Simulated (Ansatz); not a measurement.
Consider the cleavage of the Ge–B bond: `N[BH][GeH3]` + `NC1=C[SiH2]1` → `[GeH3][NH]C1=C[SiH2]1` + `BN`.

Computed with Ansatz on PBE0-D4/def2-TZVP structures; ΔE is electronic, products minus reactants. CBS: MP2 limit from def2 TZ/QZ plus the TZ coupled-cluster correction, frozen cores. This one scheme is used for every species. DFT in def2-TZVPP. For Ge outer-core shells are correlated without core-valence functions, which leaves a few kJ/mol of doubt a bond. Scalar relativity is left out up to krypton. One conformer a species, not always the lowest.

```
             level  ΔE (kcal/mol)  difference from CCSD(T)/CBS
           BLYP-D4           -3.4                          0.1
            B97M-V           -2.5                          1.0
           PBE0-D4           -1.2                          2.3
          BHLYP-D4           -4.8                         -1.3
           ωB97X-V           -3.3                          0.2
           LC-ωPBE           -1.4                          2.1
  CCSD(T)/def2-SVP           -4.8                         -1.3
     HF/def2-TZVPP           -6.3                         -2.8
    MP2/def2-TZVPP           -5.7                         -2.2
SCS-MP2/def2-TZVPP           -6.2                         -2.7
       CCSD(T)/CBS           -3.5                            0
```

Largest T1 diagnostic among the species: 0.013.

The D4 term adds −1.3 kcal/mol with B3LYP and −0.7 kcal/mol with PBE0; it sums over pairs of atoms, weighted by their polarisabilities, and B3LYP, whose exchange is more repulsive, gets the larger term. From PBE to PBE0 (25 % exact exchange), in def2-TZVPP and without D4, ΔE moves by −0.8 kcal/mol.

B3LYP here is the variant with VWN-RPA as its local correlation; programs differ in this.
